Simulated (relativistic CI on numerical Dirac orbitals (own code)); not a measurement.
**What each ingredient does to the levels of Eu VIII**

Base calculation: Dirac-Coulomb-Breit CI, separate exchange-only KLI orbitals for each configuration, model QED (radiative potential, 1s self-energy scaled to tabulated hydrogen-like ionisation energies), unscaled Slater integrals.

CI space (outside the closed core [Kr] 4d10): 4f5 5s2 5p3, 4f4 5s 5p5. The list is cut by size and lacks configurations that can hold low levels.

Variants: (1) P86 correlation estimate; (2) Breit term removed; (3) QED terms removed. Shifts of the energy above 4f5 5s2 5p3 9H_1, in cm⁻¹, for the lowest level and the first level of each name with at least 55 % of one term (blank where a level changes its place among those of its configuration and J or its character, or is not in the variant):

| Level | Base | Δ(1) | Δ(2) | Δ(3) |
| --- | --- | --- | --- | --- |
| 4f5 5s2 5p3 9H_1 | 0.0 | 0.0 | 0.0 | 0.0 |
| 4f5 5s2 5p3 9H_2 | 778.3 | 0.0 | +70.8 | -3.8 |
| 4f5 5s2 5p3 9H_3 | 1837.2 | 0.0 | +167.1 | -8.7 |
| 4f5 5s2 5p3 9H_4 | 3087.3 | 0.0 | +284.5 | -14.4 |
| 4f5 5s2 5p3 9H_5 | 4438.8 | 0.0 | +422.0 | -20.5 |
| 4f5 5s2 5p3 9H_6 | 5790.9 | 0.0 | +577.7 | -26.8 |
| 4f5 5s2 5p3 9H_7 | 7025.9 | 0.0 | +747.4 | -32.8 |
| 4f5 5s2 5p3 9H_8 | 8032.2 | 0.0 | +928.1 | -38.0 |
| 4f5 5s2 5p3 9H_9 | 8732.9 | 0.0 | +1119.4 | -42.3 |
| 4f5 5s2 5p3 9F_2 | 11175.0 | 0.0 | +234.7 | -15.1 |
| 4f5 5s2 5p3 9F_3 | 11184.8 | 0.0 | +276.9 | -16.0 |
| 4f5 5s2 5p3 9F_1 | 11333.0 | 0.0 | +217.3 | -15.3 |
| 4f5 5s2 5p3 9F_4 | 11560.7 | 0.0 | +356.8 | -18.8 |
| 4f5 5s2 5p3 9F_5 | 12488.5 | 0.0 | +490.6 | -24.4 |

At this charge configurations can still be misplaced by up to about 7 % of their energy. Terms inside the open d or f shell come out 10 to 20 % too wide with unscaled integrals. Levels and lines within the n = 5 or 6 shells can be off by up to 10 % or somewhat more, and those that change n by about 2 %, since core polarisation is missing.

LS names give the leading component of a level, which can be under half, so a name can repeat, a term be missing and a line seem to break the LS rules.
